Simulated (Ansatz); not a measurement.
Basis sets compared for the cluster K₂Se⁻ (the lowest doublet isomer of a short search). Charge -1, multiplicity 2. Geometry r2SCAN-D4/def2-TZVPD. Ansatz on 4 threads of Arm Neoverse V1 on a shared host; times are rough, and most runs start from earlier orbitals.

```xyz
3

K    -0.281   -2.127   -1.001
K     0.285    2.339   -0.228
Se   -0.004   -0.212    1.228
```

At PBE-D4/def2-SVPD, PBE-D4/def2-TZVPD, PBE0-D4/def2-SVPD, PBE0-D4/def2-TZVPD the highest occupied level of the charge -1 doublet lies above zero (up to 0.58 eV). By energy differences its removal costs 0.56 eV (vertical, to the charge 0 singlet, at PBE-D4/def2-TZVPD); a positive level beside a positive removal energy at the same level points to self-interaction error. The structure comes from a short search, and lower isomers may exist.

| level | functions | energy (Eh) | HOMO (eV) | LUMO (eV) | wall time |
| --- | --- | --- | --- | --- | --- |
| PBE-D4/def2-SVPD | 95 | -3600.2507 | 0.55 | 0.74 | 2.3 s |
| PBE0-D4/def2-SVPD | 95 | -3600.4208 | 0.26 | 0.97 | 3.9 s |

Problem. Estimate the rows for PBE-D4/def2-TZVPD, PBE0-D4/def2-TZVPD (with forces).

Solution. 
```csv
level,functions,energy (Eh),HOMO (eV),LUMO (eV),wall time
PBE-D4/def2-TZVPD,129,-3600.6974,0.58,0.76,3.2 s
PBE0-D4/def2-TZVPD (with forces),129,-3600.8649,0.29,0.99,31 s
```
